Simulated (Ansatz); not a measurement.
Calculated with Ansatz (gas phase, PBE0-D4/def2-TZVP geometries, no zero-point term in ΔE). CCSD(T)/CBS adds triple-zeta CCSD(T) − MP2 to the extrapolated MP2 energy (def2 sets, frozen cores). This one scheme is used for every species. Functionals use def2-TZVPP. Each species was taken in one conformer, which may not be the lowest.

`NC[SiH2][NH][AlH2]` + H₂O → `O[SiH2][NH][AlH2]` + CH₃NH₂  (formal hydrolysis of the Si–C bond)

```
             level  ΔE (kcal/mol)
            PBE-D4          -25.1
SCS-MP2/def2-QZVPP          -28.6
```

(1) What does CCSD(T)/CBS give? (Best estimate.)

Largest T1 diagnostic among the species: 0.012.

## Answers

(1) Computed: -27.1 kcal/mol. The listed levels differ from it by 2.0, -1.5 kcal/mol.

From PBE to PBE0 (25 % exact exchange), in def2-TZVPP and without D4, ΔE moves by −0.8 kcal/mol. The D4 term adds +1.7 kcal/mol with B3LYP and +1.0 kcal/mol with PBE0; it sums over pairs of atoms, weighted by their polarisabilities, and B3LYP, whose exchange is more repulsive, gets the larger term. In def2-TZVPP, CCSD(T) changes the Hartree–Fock value by +5.3 kcal/mol (the triples alone add +0.7 kcal/mol) and MP2 by +5.0 kcal/mol.

B3LYP here is the variant with VWN-RPA as its local correlation; programs differ in this.
